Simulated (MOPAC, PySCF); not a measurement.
H₅NSi₂, SMILES `N[SiH]=[SiH2]`, neutral singlet in the gas phase. 

Z-matrix (Å, degrees):
```
Si
N 1 1.6913
H 2 1.0061 1 123.97
H 2 1.0064 3 113.12 1 -178.18
H 1 1.4898 2 104.72 3 2.54
Si 1 2.2239 5 122.82 2 156.27
H 6 1.5016 1 98.75 5 56.18
H 6 1.5020 7 105.57 1 -106.21
```
Charge 0, multiplicity 1.

All levels are single points at this geometry (PBE0-D3(BJ)/def2-TZVP); Pople sets use spherical d functions. Orbital energies aren't observables, and empty levels follow the basis.

```json
[
 {"level": "PBE0-D3(BJ)/def2-TZVP in PySCF", "HOMO (eV)": "-5.73", "LUMO (eV)": "-1.73", "gap (eV)": "4.00", "dipole (D)": "3.60", "vertical IE, Delta-SCF (eV)": "–"},
 {"level": "B3LYP/3-21G in PySCF", "HOMO (eV)": "-5.32", "LUMO (eV)": "-1.62", "gap (eV)": "3.70", "dipole (D)": "4.03", "vertical IE, Delta-SCF (eV)": "–"},
 {"level": "B3LYP/6-311+G** in PySCF", "HOMO (eV)": "-5.60", "LUMO (eV)": "-1.97", "gap (eV)": "3.63", "dipole (D)": "3.45", "vertical IE, Delta-SCF (eV)": "–"},
 {"level": "B3LYP/LANL2DZ in PySCF", "HOMO (eV)": "-5.51", "LUMO (eV)": "-1.87", "gap (eV)": "3.63", "dipole (D)": "3.53", "vertical IE, Delta-SCF (eV)": "–"},
 {"level": "M06-2X/6-31G* in PySCF", "HOMO (eV)": "-6.40", "LUMO (eV)": "-0.85", "gap (eV)": "5.55", "dipole (D)": "3.86", "vertical IE, Delta-SCF (eV)": "–"},
 {"level": "PBE/6-31G* in PySCF", "HOMO (eV)": "-4.74", "LUMO (eV)": "-2.22", "gap (eV)": "2.52", "dipole (D)": "3.83", "vertical IE, Delta-SCF (eV)": "7.52"},
 {"level": "HF/6-31G* in PySCF", "HOMO (eV)": "-7.31", "LUMO (eV)": "1.26", "gap (eV)": "8.57", "dipole (D)": "4.28", "vertical IE, Delta-SCF (eV)": "6.36"},
 {"level": "PM6 in MOPAC", "HOMO (eV)": "-6.98", "LUMO (eV)": "-1.06", "gap (eV)": "5.92", "dipole (D)": "3.54", "vertical IE, Delta-SCF (eV)": "–"},
 {"level": "PM7 in MOPAC", "HOMO (eV)": "-7.43", "LUMO (eV)": "-1.75", "gap (eV)": "5.68", "dipole (D)": "3.49", "vertical IE, Delta-SCF (eV)": "–"}
]
```
